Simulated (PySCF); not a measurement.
Geometry:
| atom | x (Å) | y (Å) | z (Å) |
| --- | --- | --- | --- |
| C1 | 3.105 | 1.030 | -0.589 |
| N2 | 2.339 | 0.867 | 0.381 |
| Si3 | 1.766 | -0.482 | 1.288 |
| O4 | 0.134 | -0.378 | 1.298 |
| C5 | -0.751 | -0.285 | 0.278 |
| C6 | -0.239 | -0.348 | -1.044 |
| N7 | 0.205 | -0.406 | -2.100 |
| C8 | -2.063 | -0.137 | 0.507 |
| C9 | -3.102 | -0.027 | -0.551 |
| H10 | 3.639 | 0.229 | -1.107 |
| H11 | 3.271 | 2.036 | -0.968 |
| H12 | 2.156 | -1.815 | 0.822 |
| H13 | 2.057 | -0.189 | 2.677 |
| H14 | -2.395 | -0.090 | 1.535 |
| H15 | -3.841 | -0.819 | -0.431 |
| H16 | -2.665 | -0.099 | -1.544 |
| H17 | -3.625 | 0.925 | -0.462 |

- structure optimised with GFN2-xTB
- PBE0/pcSseg-1 with gauge-including orbitals
- program: PySCF 2.14.0 with density-fitted response routines
- no solvent model, single conformer, fast rotation and ring inversion assumed for equivalent nuclei, non-relativistic

Scale: ¹³C (σref 186.93) and ¹H (σref 31.72) and ²⁹Si (σref 349.16) against TMS; ¹⁵N (σref 267.73) against NH3; H2O for ¹⁷O (σref 336.08) (reference shieldings calculated alike).

```json
{"atoms": "C8", "nucleus": "¹³C", "count": "1", "Hirshfeld charge": "-0.03", "δ (ppm)": "135.1"}
{"atoms": "N2", "nucleus": "¹⁵N", "count": "1", "Hirshfeld charge": "-0.24", "δ (ppm)": "418.9"}
{"atoms": "H11", "nucleus": "¹H", "count": "1", "Hirshfeld charge": "0.06", "δ (ppm)": "?"}
{"atoms": "C6", "nucleus": "¹³C", "count": "1", "Hirshfeld charge": "0.08", "δ (ppm)": "?"}
{"atoms": "H14", "nucleus": "¹H", "count": "1", "Hirshfeld charge": "0.06", "δ (ppm)": "6.32"}
{"atoms": "C9", "nucleus": "¹³C", "count": "1", "Hirshfeld charge": "-0.11", "δ (ppm)": "?"}
{"atoms": "N7", "nucleus": "¹⁵N", "count": "1", "Hirshfeld charge": "-0.21", "δ (ppm)": "329.7"}
{"atoms": "Si3", "nucleus": "²⁹Si", "count": "1", "Hirshfeld charge": "0.42", "δ (ppm)": "-35.2"}
{"atoms": "H10", "nucleus": "¹H", "count": "1", "Hirshfeld charge": "0.05", "δ (ppm)": "9.01"}
{"atoms": "C5", "nucleus": "¹³C", "count": "1", "Hirshfeld charge": "0.08", "δ (ppm)": "?"}
{"atoms": "H15/H16/H17", "nucleus": "¹H", "count": "3", "Hirshfeld charge": "0.05", "δ (ppm)": "2.10"}
{"atoms": "H12/H13", "nucleus": "¹H", "count": "2", "Hirshfeld charge": "-0.08", "δ (ppm)": "5.38"}
{"atoms": "O4", "nucleus": "¹⁷O", "count": "1", "Hirshfeld charge": "-0.19", "δ (ppm)": "107.6"}
{"atoms": "C1", "nucleus": "¹³C", "count": "1", "Hirshfeld charge": "0.05", "δ (ppm)": "180.0"}
```

Complete the table.

## Answers


- C5: 131.4 ppm, alkene carbon bearing oxygen; as expected for a trigonal carbon in a double bond
- C6: 119.6 ppm, nitrile carbon; typical of a nitrile
- C9: 17.2 ppm, allylic methyl carbon; saturated and bonded to C and H only
- H11: 8.99 ppm, hydrogen on a C=N carbon

Shifts are as computed. Against solution values, carbons near 30 ppm lie about +3 ppm off and those near 130 ppm about +5 ppm. Of 1309 compounds with measured shifts, 239 miss one by over three times the rms of a fit or turn the order of signals round; such compounds aren't used in these exercises. Experimental scales use liquid or dissolved standards, which lie at an offset from isolated NH3 (liquid NH3: subtract about 20 ppm) and H2O (liquid H2O: subtract about 36 ppm). Unscaled 15N shifts of sp2 nitrogen come out 20 to 40 ppm too high even then.
